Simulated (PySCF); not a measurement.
Compound: C2HF3O2.
Atom-mapped SMILES: `[O:1]=[CH:2][O:3][C:4]([F:5])([F:6])[F:7]` (hydrogens: H8 on C2)

Method: EOM-IP-CCSD/aug-cc-pVDZ in PySCF, restricted Hartree–Fock reference, 7 core orbitals frozen, non-relativistic, gas phase, PBE0-D3(BJ)/def2-SVP geometry.

Hartree–Fock orbital energies give these Koopmans values (eV): HOMO 13.70, HOMO-1 14.59, HOMO-2 16.83, HOMO-3 17.77, HOMO-4 18.34, HOMO-5 18.69, HOMO-6 18.96, HOMO-7 19.28.

Question: What vertical ionisation energies does EOM-IP-CCSD give?

Answer: 
| leading hole (HF orbital) | Koopmans (eV) | EOM-IP-CCSD (eV) | change (eV) | one-hole share |
| --- | --- | --- | --- | --- |
| HOMO | 13.70 | 11.93 | -1.77 | 0.95 |
| HOMO-1 | 14.59 | 13.20 | -1.39 | 0.94 |
| HOMO-2 | 16.83 | 14.73 | -2.10 | 0.95 |
| HOMO-4 | 18.34 | 15.62 | -2.72 | 0.95 |
| HOMO-3 | 17.77 | 15.82 | -1.95 | 0.94 |
| HOMO-5 | 18.69 | 16.22 | -2.47 | 0.95 |
| HOMO-6 | 18.96 | 16.80 | -2.16 | 0.94 |
| HOMO-7 | 19.28 | 16.99 | -2.29 | 0.94 |

Question: Does the order of the lines follow the orbital energies?

Answer: No: the HOMO-4 hole (15.62 eV) falls below the HOMO-3 hole (15.82 eV). The corrections run from -2.72 to -1.39 eV, with a mean of -2.11 eV over the 8 lines; no line lies above its Koopmans value.

Question: At what kinetic energies would He II light (40.81 eV) eject these electrons?

Answer: 28.88 eV (HOMO), 27.61 eV (HOMO-1), 26.08 eV (HOMO-2), 25.19 eV (HOMO-4), 24.99 eV (HOMO-3), 24.59 eV (HOMO-5), 24.01 eV (HOMO-6), 23.82 eV (HOMO-7).

Question: What total energy has the lowest final state, and which wavelength reaches it?

Answer: E(CCSD) + ionisation energy = -525.70882 + 0.43833 = -525.27049 Eh, at the geometry of the initial state. The threshold wavelength is 1239.84 eV nm/11.93 eV = 103.9 nm.

One root was sought for each valence orbital with −ε under 21 eV, eight at most, so deeper holes and satellites are missing; no vibrational structure.

Conformer computed: `[O:1]=[CH:2][O:3][C:4]([F:5])([F:6])[F:7]`: O1–C2–O3–C4 -1°, C2–O3–C4–F5 -60°.

One conformer stands for the species.
